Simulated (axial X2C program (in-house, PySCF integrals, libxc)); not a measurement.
## Potential curves of AlAu, without spin–orbit coupling

Computed with an in-house all-electron X2C program for linear molecules (integrals from PySCF). Spin-free means the one-electron spin-free X2C Hamiltonian. Basis: Au dyall-cv3z [13s14p9d6f4g], Al dyall-v3z [8s8p2d1f] (cores contracted in-house); Gaussian nuclei, density fitting, unrestricted open shells. Masses: Au 196.967 u, Al 26.982 u.

State: M_S = 0, Λ = 0 (closed shell). Energies in cm⁻¹ from the fragments at the same level (Au + Al). Fits are polynomials in 1 − R0/R over 0.85 to 1.23 times the lowest point R0.

| R (Å) | CCSD |
| --- | --- |
| 2.1585 | -23851 |
| 2.2297 | -25228 |
| 2.3008 | -25950 |
| 2.3720 | -26178 |
| 2.4550 | -25980 |
| 2.5380 | -25421 |
| 2.6448 | -24341 |

Correlated methods: 14 electrons correlated (number of frozen shells: Au 5 s, 4 p, 2 d, 1 f; Al 2 s, 1 p), 260 virtual spin orbitals or spinors in MP2, 88 natural virtuals in coupled cluster.

The state is a single determinant with fixed occupations, the lowest that a limited PBE0 search found. The closed shell is kept restricted, so the energy runs too high when the bond is stretched far. De is counted from the lowest determinant-based energies of the atoms at the same level, without counterpoise correction. CCSD ran in a truncated set of natural virtual spinors with an MP2 remainder; without triples it tends to underbind. The T1 diagnostic is large, a sign of multireference character. Coupled cluster ran on the points near the minimum only. MP2 and coupled cluster on one determinant become unreliable at the stretched end.

Task: Fit the CCSD curve near its minimum: give the equilibrium distance, the harmonic wavenumber and the well depth.

Result: At CCSD, spin-free: Re = 2.377 Å, ωe ≈ 319 cm⁻¹, De = 3.25 eV to Au + Al; Be follows as 0.126 cm⁻¹.
